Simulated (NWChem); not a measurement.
System meant: Bi, quartet

NWChem input:

```
start job
memory heap 200 mb stack 900 mb global 1100 mb
geometry units angstroms noautoz
  Bi     0.000000     0.000000     0.000000
end
basis spherical
  * library def2-svp
end
ecp
  Bi library def2-ecp
end
dft
  odft
  mult 4
  xc b3lyp
  iterations 4
  mulliken
end
task dft energy
```

End of the output:

```
    Atom       Charge   Shell Charges
 -----------   ------   -------------------------------------------------------
    1 Bi  23    23.00   1.49  0.48  1.13  0.90  4.08  1.68  1.62  1.61  9.31  0.69

     ------------------------------------------
      Spin Density - Lowdin Population Analysis
     ------------------------------------------

    Atom       Charge   Shell Charges
 -----------   ------   -------------------------------------------------------
    1 Bi  23     3.00  -0.00 -0.00 -0.02  0.02  0.04  0.10  1.26  1.60 -0.03  0.03

   alpha - beta orbital overlaps
   -----------------------------

   alpha      1      2      3      4      5      6      7      8      9     10
    beta      1      2      4      3      5      7      6      8      9     10
 overlap   1.000  0.744  0.744  1.000  0.891  1.000  0.879  0.985  0.996  1.000

   alpha     11     12     13     14     15     16     17     18     19     20
    beta     11     12     13     14     15     16     17     18     20     19
 overlap   0.981  0.981  0.998  1.000  0.714  0.714  0.998  0.994  1.000  0.995

   alpha     21     22     23     24     25     26
    beta     21     22     23     24     25     26
 overlap   0.989  0.991  0.769  0.769  1.000  1.000

     --------------------------
     Expectation value of S2:
     --------------------------
      <S2> =      3.7511 (Exact =     3.7500)

 ------------------------------------------------------------------------
 dft energy failed                                                                                  0
 ------------------------------------------------------------------------
 ------------------------------------------------------------------------
  current input line :
    19: task dft energy
 ------------------------------------------------------------------------
 ------------------------------------------------------------------------
 This type of error is most commonly associated with calculations not reaching convergence criteria
 ------------------------------------------------------------------------
 For more information see the NWChem manual at https://nwchemgit.github.io

0:dft energy failed:Received an Error in Communication
```

**Question.** What is wrong, and how is it mended?

**Answer.** The run did not converge; its last values are not results. Cause: the SCF was allowed too few iterations. This input runs:
```
start job
memory heap 200 mb stack 900 mb global 1100 mb
geometry units angstroms noautoz
  Bi     0.000000     0.000000     0.000000
end
basis spherical
  * library def2-svp
end
ecp
  Bi library def2-ecp
end
dft
  odft
  mult 4
  xc b3lyp
  iterations 150
  mulliken
end
task dft energy
```
It converges to -214.67986 Ha (B3LYP/def2-SVP with def2 effective core potentials on Bi, spin-unrestricted).
